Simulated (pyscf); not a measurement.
**`[NH2][SiH]([OH])[Cl]`, singlet**

Gas-phase minimum from PySCF at ωB97X-D3(BJ)/def2-SVP, one conformer. 

```xyz
8

N     -1.3216     0.1002     0.7410
Si    -0.3146    -0.6188    -0.4450
O     -0.4528    -2.2665    -0.4360
Cl    -0.9750     0.2051    -2.2259
H     -1.8039     0.9713     0.5521
H     -1.1922    -0.0656     1.7330
H      1.1395    -0.3781    -0.3463
H     -1.3531    -2.6103    -0.4180
```

Bonded distances (Å): N1–Si2 1.714, N1–H5 1.013, N1–H6 1.014, Si2–O3 1.653, Si2–Cl4 2.070, Si2–H7 1.477, O3–H8 0.964. Bond angles (°): Si2–N1–H5 120.7, Si2–N1–H6 122.2, H5–N1–H6 112.6, N1–Si2–O3 111.4, N1–Si2–Cl4 103.9, N1–Si2–H7 117.6, O3–Si2–Cl4 112.0, O3–Si2–H7 104.1, Cl4–Si2–H7 107.9, Si2–O3–H8 115.7.

Properties at ωB97X-D3(BJ)/def2-SVP:

```
Item                                                                                                                                                                                                               Result
---------------------------------------------------------------------------------------------------------------------  --------------------------------------------------------------------------------------------------
Harmonic wavenumbers, unscaled                                                                                         167, 218, 257, 315, 327, 408, 546, 744, 809, 849, 900, 923, 966, 1539, 2327, 3629, 3732, 3920 cm⁻¹
Zero-point energy                                                                                                                                                                                           32.3 kcal/mol
Rotational symmetry number                                                                                                                                                                                              1
Entropy of this conformer at 298 K and 1 atm, rigid rotor and harmonic oscillator, modes under 100 cm⁻¹ raised to 100                                                                                     322.5 J/(mol K)
Dipole moment                                                                                                                                                                                                      2.77 D
```

Single-point totals, which compare only within one level (frozen core for MP2 and CC):

```tsv
level	total energy (hartree)
ωB97X-D3(BJ)/def2-TZVP	-882.36231
PBE/def2-TZVP	-881.80954
r²SCAN/def2-TZVP	-882.17641
B3LYP-D3(BJ)/def2-TZVP	-882.34735
PBE0-D3(BJ)/def2-TZVP	-881.88569
M06-2X/def2-TZVP	-882.21402
ωB97M-D3(BJ)/def2-TZVP	-882.42462
HF/def2-TZVPP	-880.30747
MP2/def2-TZVPP	-881.07311
CCSD/def2-TZVPP	-881.10676
CCSD(T)/def2-TZVPP	-881.13698
```

Soft torsions are taken as harmonic, which can shift the entropy by several J/(mol K). The CCSD(T) − MP2 part came from Ansatz, without density fitting, on the same reference.
